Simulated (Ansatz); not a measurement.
A structure relaxed at r2SCAN-D4/def2-TZVP in Ansatz, charge 0, doublet:

Cartesian coordinates in Å:
```
Tl -0.968 -0.943 -0.851
Cl 0.548 1.325 -0.592
Cl 0.420 -0.381 1.444
```

Q: Give its formula and point group.

A: the cluster TlCl2. Point group C2v (tolerance 0.1 Å).

Q: Summarise the bond lengths by kind (pairs closer than 1.2 times the sum of covalent radii, bridged metal pairs left out).

A: 2 × Cl–Tl 2.74 Å.

In the def2 sets Tl takes a core potential; there is no spin–orbit coupling. In the doublet, Cl2 and Cl3 lie 2.66 Å apart (atoms count from 1), so these atoms are partly bonded to each other. Another isomer (doublet) lies 0.28 eV lower at PBE0-D4/def2-TZVP; other spin states weren't run for this one.
